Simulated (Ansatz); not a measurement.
Species: GeBr, charge 1, singlet. GeBr+ (parent SMILES [Ge][Br], singlet).
B3LYP-D3(BJ)/def2-TZVP minimum from Ansatz (a program for electronic structure):
```
Ge
Br 1 2.2232
```
Charge +1, spin multiplicity 1.

Total energies in aug-cc-pVQZ, 10 correlated electrons, 28 frozen orbitals. Radicals and triplets start from unrestricted determinants; spin-orbit coupling is neglected. Cores are frozen in correlated methods (noble-gas shells, and filled d and f shells in the p block). No relativity. Spin-orbit terms, left out, reach several kcal/mol for Br and I, and more for heavier atoms. The spin of BrGe+ (parent SMILES [Ge][Br], singlet) was assumed, and the state is the lowest solution found for it.

| method | program | energy (Eh) | minus CCSDT(Q) (mEh) |
|---|---|---|---|
| HF | Ansatz | -4647.64023 | 283.08 |
| MP2 | Ansatz | -4647.88727 | 36.03 |
| CCSD | Ansatz | -4647.90756 | 15.74 |
| CCSD(T) | Ansatz | -4647.92159 | 1.72 |
| CCSDT(Q) | Ansatz | -4647.92331 | 0.00 |

Rough core times of Ansatz's runs on a shared machine: CCSD(T) 40 s, CCSDT(Q) 20 min.
